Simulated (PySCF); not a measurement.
Estimate the missing entries of this data sheet.

Compound: C4H8F2O2.
SMILES with atom numbers: `[CH3:1][O:2][C:3]([F:4])([CH2:5][F:6])[O:7][CH3:8]` (hydrogens: H9, H10, H11 on C1; H12, H13 on C5; H14, H15, H16 on C8)

Conformer (atom-mapped SMILES and torsion angles): `[CH3:1][O:2][C:3]([F:4])([CH2:5][F:6])[O:7][CH3:8]`: C1–O2–C3–F4 -54°, O2–C3–C5–F6 -63°, O2–C3–O7–C8 51°.

| property | level | value |
| --- | --- | --- |
| point group | PBE0-D3(BJ)/def2-SVP | C1 |
| rotational constants A, B, C | PBE0-D3(BJ)/def2-SVP | ? |
| dipole moment | CAM-B3LYP/def2-SVPD | 1.42 D |
| HOMO energy | CAM-B3LYP/def2-SVPD | -9.82 eV |
| LUMO energy | CAM-B3LYP/def2-SVPD | ? |
| lowest singlet excitation | TDDFT CAM-B3LYP/def2-SVPD | ? |
| strongest line among the 10 lowest singlet transitions | TDDFT CAM-B3LYP/def2-SVPD | S4 at 9.03 eV (137 nm, f = 0.022) |
| lowest triplet excitation (Tamm–Dancoff) | TDA CAM-B3LYP/def2-SVPD | 7.91 eV |
| static isotropic polarisability | CAM-B3LYP/def2-SVPD | ? |
| vertical ionisation energy | ΔSCF CAM-B3LYP/def2-SVPD | ? |
| electronic spatial extent ⟨r²⟩ about the centre of nuclear charge | CAM-B3LYP/def2-SVPD | 940 bohr² |
| 13C chemical shifts (computed TMS as zero) by class | GIAO B97-2/pcSseg-1 | 117.6 (C3), 86.7 (C5), 50.9 (C1/C8) ppm |
| 1H chemical shifts (computed TMS as zero) by class | GIAO B97-2/pcSseg-1 | ? |
| isotropic shieldings of nuclei other than C and H, by class | GIAO B97-2/pcSseg-1 | 257 (O2/O7), 311 (F4), 427 (F6) ppm |
| largest of the computed one-bond spin–spin couplings (means over like bonds) | B3LYP/pcJ-1, spin–dipole term left out for some pairs | 19F–13C -308.6 (F4–C3), 19F–13C -240.0 (F6–C5), 13C–1H +158.6 (C5–H12 and 1 like it), 13C–1H +150.5 (C1–H9 and 5 like it), 13C–13C +68.9 (C3–C5), 17O–13C +25.1 (O2–C3 and 1 like it), 17O–13C +21.7 (O2–C1 and 1 like it) Hz |
| core binding energies | ΔSCF SCAN, pcX-2 on the ionised atom, pcseg-1 elsewhere, spin-free X2C | C1s 292.4 (C1/C8), C1s 293.4 (C5), C1s 295.9 (C3), O1s 539.1 (O2/O7), F1s 692.4 (F4), F1s 692.9 (F6) eV |

The electronic properties come from PySCF, for the isolated species, density fitting. One conformer (not necessarily the lowest) at the PBE0-D3(BJ)/def2-SVP geometry, without solvent or vibrations. NMR classes are plain means over equivalent atoms (diastereotopic ones count apart unless rotation or inversion swaps them), as if these changed places fast; in this geometry the members of some classes differ.

(1) What is the vertical ionisation energy?

(2) What are the rotational constants A, B, C?

(3) The lowest singlet excitation?

(4) The static isotropic polarisability?

(5) The 1H chemical shifts (computed TMS as zero) by class?

(6) What is the LUMO energy?

Answers

(1) 10.69 eV.

(2) 2.961, 1.698, 1.381 GHz.

(3) 8.06 eV (154 nm, f = 0.002).

(4) 60.4 au.

(5) 4.39 (H12/H13), 3.54 (H9/H10/H11/H14/H15/H16) ppm.

(6) 1.23 eV.

The ΔSCF ionisation energy exceeds −ε(HOMO) by 0.87 eV with CAM-B3LYP. The principal polarisabilities are 53.4, 60.5 and 67.4 au; their mean is the isotropic value. The vertical singlet–triplet gap S1 − T1 is 0.15 eV (TDDFT singlet less Tamm–Dancoff triplet; S1: HOMO→LUMO, weight 0.86; T1: HOMO→LUMO, weight 0.81). The polarisability is 8.95 Å³ as a volume (1 au = 0.148185 Å³), or 0.92 au for each of the 66 electrons. No computed singlet falls in the visible range (750 to 380 nm, 1.65 to 3.26 eV); S1 lies 4.80 eV above its blue end.

For the NMR shielding job (B97-2/pcSseg-1), time: 17 s wall; peak memory 0.99 GiB. Hardware: one thread, Arm Neoverse V2 (aarch64) (shared host).
